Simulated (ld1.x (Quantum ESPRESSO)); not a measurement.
## What one change does to a pseudopotential (boron, TM)

| Quantity | Value |
| --- | --- |
| Element | boron |
| Generator | ld1.x (Quantum ESPRESSO) 7.5 |
| Type | norm-conserving Troullier–Martins (Kleinman–Bylander form) |
| Functional | PBEsol |
| Relativity | non-relativistic |
| Frozen core | [He] |
| Valence charge | 3 |
| Reference configuration | 2s2 2p1 |
| Partial waves | 2p (bound): rc 3.70 bohr; 2s (bound): rc 1.55 bohr |
| Local potential | the s channel |
| Core correction | none |

All-electron outer shells of the reference configuration (PBEsol, non-relativistic, ld1.x):

```json
{"shell": "2s", "level (eV)": "-9.36", "outermost node (bohr)": "0.46", "outermost maximum (bohr)": "1.52"}
{"shell": "2p", "level (eV)": "-3.56", "outermost node (bohr)": "–", "outermost maximum (bohr)": "1.59"}
```

Change: all radii scaled by about 0.87 (s 1.34, p 3.22 bohr).

Cutoffs: the cutoffs (Ry, on a coarse ladder) from which the occupation-weighted sum of valence levels, in a spherical-Bessel basis at the reference potential, stays within 10 and 1 mRy of its value at 400 Ry; they do not see the model core or the augmentation charge, which bear on the density cutoff. Errors are all-electron minus pseudo energies relative to the spin-unpolarised reference configuration.

Q: Predict the effect on cutoff, ghosts and configuration errors.

A: The potential gets harder (18 Ry and 50 Ry → 21 Ry and 55 Ry); of the 7 tests that both files solve, the error grows in 0 and shrinks in 7 by more than 15 % and 0.3 meV (median size 80.4 → 47.8 meV); neither file shows a bound ghost. A smaller radius makes the pseudo-wave follow the all-electron one further in, where it bends more sharply, so more plane waves are needed. Less of the atom is replaced, so other configurations are described better.

```csv
quantity,base,changed
"cutoff, loose",18 Ry,21 Ry
"cutoff, tight",50 Ry,55 Ry
loose cutoff by channel (10 mRy a level),"p 8 Ry, s 15 Ry","p 10 Ry, s 18 Ry"
bound ghosts,none,none
"error for 2s2 2p0, meV [ΔE 8.14 eV]",+169,+98
"error for 2s1 2p0, meV [ΔE 33.40 eV]",+503,+316
"error for 2s2 2p0.5, meV [ΔE 2.86 eV]",+25,+14
"error for 2s2 2p1.3, meV [ΔE -0.73 eV]",+2.6,+1.2
"error for 2s0 2p3, meV [ΔE 11.64 eV]",-122,-69
"error for 2s1 2p1, meV [ΔE 14.26 eV]",-80,-48
"error for 2s1 2p2, meV [ΔE 5.81 eV]",-33,-17
```
